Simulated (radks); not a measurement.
Al8+, configuration [He] 2s2 2p1 (the NIST ground configuration). All-electron calculation, non-relativistic Kohn-Sham, PBE, spin-polarised, spherical densities, point nucleus; open shells are filled with parallel spins first. Program: a radial shooting solver on a logarithmic mesh with Libxc functionals.

Local quantities along the radius. ELF = 1/(1 + alpha^2) is the electron localisation function; alpha = (tau - tau_W)/tau_unif compares the Pauli kinetic energy density with that of the uniform gas (summed over spins); s = |grad rho|/(2 (3 pi^2)^(1/3) rho^(4/3)) is the reduced gradient.

| r (bohr) | ELF | alpha | s |
|---|---|---|---|
| 0.004309 | 1.000 | 0.002068 | 0.3870 |
| 0.00539 | 1.000 | 0.002150 | 0.3906 |
| 0.00669 | 1.000 | 0.002252 | 0.3951 |
| 0.00837 | 1.000 | 0.002393 | 0.4008 |
| 0.01047 | 1.000 | 0.002583 | 0.4082 |
| 0.0131 | 1.000 | 0.002844 | 0.4176 |
| 0.01626 | 1.000 | 0.003199 | 0.4291 |
| 0.02034 | 1.000 | 0.003730 | 0.4445 |
| 0.02545 | 1.000 | 0.004535 | 0.4644 |
| 0.03184 | 1.000 | 0.005814 | 0.4906 |
| 0.03951 | 1.000 | 0.007874 | 0.5240 |
| 0.04943 | 1.000 | 0.01173 | 0.5704 |
| 0.06185 | 1.000 | 0.01944 | 0.6341 |
| 0.07737 | 0.999 | 0.03677 | 0.7228 |
| 0.09603 | 0.994 | 0.07892 | 0.8426 |
| 0.1201 | 0.959 | 0.2073 | 1.013 |
| 0.1503 | 0.713 | 0.6351 | 1.214 |
| 0.188 | 0.217 | 1.901 | 1.288 |
| 0.2334 | 0.086 | 3.265 | 0.9237 |
| 0.292 | 0.192 | 2.050 | 0.4315 |
| 0.3653 | 0.646 | 0.7402 | 0.4041 |
| 0.457 | 0.892 | 0.3479 | 0.6269 |
| 0.5672 | 0.933 | 0.2670 | 0.9646 |
| 0.7096 | 0.919 | 0.2975 | 1.534 |
| 0.8877 | 0.825 | 0.4611 | 2.623 |
| 1.111 | 0.493 | 1.013 | 5.092 |
| 1.378 | 0.089 | 3.202 | 11.39 |
| 1.724 | 0.003 | 17.24 | 32.59 |
| 2.157 | 0.000 | 169.7 | 123.0 |

On this mesh the ELF has minima near r = 0.23 bohr, which separate the shells, and maxima near 0.57 (0.93).
